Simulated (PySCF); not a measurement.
**TcO3F: from structure and modes to constants**

Method: PySCF, PBE0, basis Tc def2-SVP with ECP28, O def2-SVP, F def2-SVP (scalar-relativistic core potentials, no spin–orbit coupling, density fitting).

The singlet minimum has C3v symmetry. Masses (u): Tc 98.90722, O 15.99492, F 18.99840.

```xyz
5
charge 0 multiplicity 1, angstrom
Tc   -0.0387    0.0000   -0.0274
O    -1.3947   -0.0001    0.9244
O    -0.0439    1.3510   -0.9862
O    -0.0439   -1.3510   -0.9863
F     1.4498    0.0000    1.0249
```

Harmonic wavenumbers (cm⁻¹): 246.1 (e, ×2), 338.2 (a1, ×1), 373.1 (e, ×2), 730.0 (a1, ×1), 1061.0 (e, ×2), 1074.7 (a1, ×1).

What is the harmonic zero-point energy?

Half the sum of all 9 wavenumbers, 5504/2 = 2752 cm⁻¹, which is 32.9 kJ/mol (1 cm⁻¹ = 0.0119627 kJ/mol).

Give the standard entropy (298.15 K, 1 bar) by its translational, rotational, vibrational and spin parts, and Cp.

Sackur–Tetrode with M = 165.89 u gives 172.6; rotation with symmetry number 3 gives 100.0; vibration 30.8; spin R ln 1 = 0.0. The total is 303.4 J/(mol K), and Cp = 4 R + 41.4 = 74.7 J/(mol K).

Stability towards spin polarisation was not tested. Other isomers or separated fragments may lie lower.
